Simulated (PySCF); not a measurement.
**Peak assignment**

Geometry (Å), atoms numbered from 1 in this order:
```xyz
23

C    -2.3488   -2.0122    0.0153
O    -1.0233   -1.5213    0.0780
P    -0.7992   -0.1521    0.8929
O    -1.5665   -0.0246    2.1214
O    -1.1187    0.9501   -0.2176
Si   -2.1718    2.1987   -0.2395
O     0.7560   -0.0959    1.0694
C     1.6291   -0.1702   -0.0689
C     2.2229    1.2094   -0.3178
C     2.6971   -1.2109    0.2353
H    -2.2834   -3.0785   -0.1993
H    -2.9045   -1.5073   -0.7782
H    -2.8541   -1.8504    0.9690
H    -1.9002    3.1099    0.8681
H    -1.8043    2.7346   -1.5485
H    -3.5421    1.6874   -0.1923
H     1.0432   -0.4832   -0.9393
H     1.4290    1.9219   -0.5273
H     2.7660    1.5403    0.5640
H     2.9028    1.1733   -1.1650
H     3.2561   -0.9163    1.1194
H     3.3785   -1.3014   -0.6063
H     2.2313   -2.1742    0.4233
```

PySCF calculation with GFN2-xTB structure and PBE0/pcSseg-1 with gauge-including orbitals; non-relativistic, one conformer, gas phase, equivalent nuclei averaged.

Chemical shifts δ = σref − σ; ¹³C (σ = 186.93 ppm) and ¹H (σ = 31.72 ppm) vs TMS, all at this level.

Task: Assign these signals to the numbered atoms. ¹³C{¹H} NMR (computed): δ 73.1, 53.4, 25.5, 25.4.

Result: 
| δ (ppm) | atoms | environment | reason |
| --- | --- | --- | --- |
| 73.1 | C8 | sp3 CH bonded to O | the inductive effect lowers its shielding |
| 53.4 | C1 | methyl carbon bonded to O | deshielded by the electronegative neighbour |
| 25.5 | C10 | methyl carbon | a saturated carbon with 1 carbon neighbour and no heteroatom attached |
| 25.4 | C9 | methyl carbon | – |

C10 and C9 lie closer than the usual error of such a calculation, so a measured spectrum could show them in the other order.

Task: Assign these signals to the numbered atoms. ¹H NMR (500 MHz, computed): δ 5.06 (m, 3H), 4.33 (m, 1H), 4.00 (m, 3H), 1.33 (d, 3H), 1.29 (d, 3H).

Result: 
| δ (ppm) | atoms | environment | reason |
| --- | --- | --- | --- |
| 5.06 | H14/H15/H16 | hydrogen on a silicon bonded to O | – |
| 4.33 | H17 | hydrogen on an sp3 CH bonded to O | its carbon carries O, which withdraws density |
| 4.00 | H11/H12/H13 | hydrogen on a methyl carbon bonded to O | its carbon carries O, an electronegative neighbour |
| 1.33 | H18/H19/H20 | hydrogen on a methyl carbon | – |
| 1.29 | H21/H22/H23 | hydrogen on a methyl carbon | – |

H18/H19/H20 and H21/H22/H23 lie closer than the usual error of such a calculation, so a measured spectrum could show them in the other order.

Splittings by ³¹P in the carbon and heteronuclear signals aren't shown, as no couplings were computed. Shifts are as computed. Against solution values, carbons near 30 ppm lie about +3 ppm off and those near 130 ppm about +5 ppm. Of 1211 compounds with measured shifts, 218 miss one by over three times the rms of a fit or turn the order of signals round; such compounds aren't used in these exercises. No couplings were computed; multiplicities are counted from neighbouring protons, with m where these are inequivalent, close in shift, in a saturated or five-membered ring or joined by F or P, and br s for small geminal =CH2 splittings.
